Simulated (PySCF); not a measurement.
Species: C₄H₁₁Al.
Atom-mapped SMILES: `[CH3:1][C:2]([CH3:3])([CH3:4])[AlH2:5]`

Cartesian coordinates in Å at the PBE0-D3(BJ)/def2-SVP level; atoms count from 1:
```xyz
16
C4H11Al angstrom
C     -0.3602    1.1723   -0.8759
C     -0.0162   -0.0251    0.0217
C     -0.0807   -1.3096   -0.8097
C     -1.0112   -0.1003    1.1806
Al     1.8390    0.2809    0.6628
H     -1.3772    1.0591   -1.3000
H     -0.3539    2.1293   -0.3253
H      0.3316    1.2700   -1.7302
H      0.1442   -2.2086   -0.2109
H     -1.0950   -1.4509   -1.2310
H      0.6236   -1.2918   -1.6580
H     -0.8036   -0.9498    1.8523
H     -1.0007    0.8132    1.7977
H     -2.0442   -0.2293    0.8036
H      2.1377    0.7403    2.1622
H      3.0517    0.1183   -0.3628
```

Computed with PySCF 2.14.0, delta-SCF UKS SCAN, pcX-2 on the ionised atom, pcseg-1 elsewhere, spin-free X2C. The ground state was rerun for each ionised atom, in the same mixed basis as its hole state.

```tsv
ionised atom	basis functions	E(ground) (Eh)	E(ionised) (Eh)
C1	160	-401.82303	-391.14781
C2	160	-401.82591	-391.18112
Al5	171	-401.85654	-344.28465
```

**Question.** Turn these total energies into binding energies.

**Answer.** E(ionised) − E(ground), at 27.2114 eV a hartree:

```json
{"atom": "C1", "environment": "methyl carbon", "difference (Eh)": "10.67522", "binding energy (eV)": "290.49"}
{"atom": "C2", "environment": "sp3 carbon without hydrogen", "difference (Eh)": "10.64479", "binding energy (eV)": "289.66"}
{"atom": "Al5", "environment": "aluminium bonded to C and 2 H", "difference (Eh)": "57.57189", "binding energy (eV)": "1566.61"}
```

**Question.** How much do the ground-state energies differ, and what would follow from using one of them for all holes?

**Answer.** They run from -401.8565 Eh (core basis on Al5) to -401.8230 Eh (on C1), 0.0335 Eh or 0.91 eV apart, though the state is the same; only basis and grid differ. Pairing the ion of C1 with the ground state of Al5 would put its binding energy 0.91 eV too high.

Only 1s holes are shown. One atom of each set of topologically equivalent atoms was ionised and stands for the set; in this conformer not all members are related by symmetry, and their own values weren't computed. Geometry: PBE0-D3(BJ)/def2-SVP; no solvent, vibrations or thermal averaging.

Hardware: one thread of an Arm Neoverse V1, shared host. Cost: 32 s wall.
